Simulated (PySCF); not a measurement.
# Identify the compound

An unknown has the formula C$_{9}$H$_{7}$F. Its calculated NMR data are:

¹H NMR (600 MHz, computed): δ 7.43 (m, 2H), 6.98 (m, 2H), 2.14 (s, 3H).

¹³C{¹H} NMR (computed): δ 166.1, 137.4 (2C), 121.7, 117.4 (2C), 91.3, 82.5, 6.2.

PySCF 2.14.0 with density-fitted response routines calculation with coordinates at the PBE0-D3(BJ)/def2-SVP level and B97-2/pcSseg-1 with gauge-including orbitals; one conformer, no solvent model, fast rotation and ring inversion assumed for equivalent nuclei, relativity neglected.

References, each an isolated molecule treated in the same way: TMS for ¹H (σ = 31.38 ppm), ¹³C (σ = 183.69 ppm).

**Question.** Deduce the structure.

**Answer.** 
1. Rings plus π bonds: 6 (1 ring in the answer).
2. 7 carbon signals for 9 carbons: some carbons are equivalent by symmetry or fast rotation.
3. Carbon types of the structure: 4 × C, 4 × CH, 1 × CH3, which accounts for all hydrogens.
4. δC 166.1: aromatic carbon bearing fluorine; an ipso carbon deshielded by its heteroatom.
5. δC 137.4, 117.4: aromatic CH.
6. δC 121.7: substituted aromatic carbon.
7. δC 91.3, 82.5: alkyne carbon; sp carbons lie upfield of alkene carbons because the cylindrical π system leaves one tensor component strongly shielded.
8. δC 6.2: propargylic methyl carbon; a saturated carbon with 1 carbon neighbour and no heteroatom attached.
9. δH 7.43, 6.98: hydrogen on an aromatic CH; the ring current deshields protons in the ring plane.
10. δH 2.14: hydrogen on a propargylic methyl carbon.

The compound is SMILES CC#Cc1ccc(F)cc1.

The data come from this structure; uniqueness wasn't tested.

Splittings by ¹⁹F in the carbon and heteronuclear signals aren't shown, as no couplings were computed. Shifts are as computed. Against solution values, carbons near 30 ppm lie about +1 ppm off and those near 130 ppm about +2 ppm. Of 1211 compounds with measured shifts, 218 miss one by over three times the rms of a fit or turn the order of signals round; such compounds aren't used in these exercises. No couplings were computed; multiplicities are counted from neighbouring protons, with m where these are inequivalent, close in shift, in a saturated or five-membered ring or joined by F or P, and br s for small geminal =CH2 splittings.
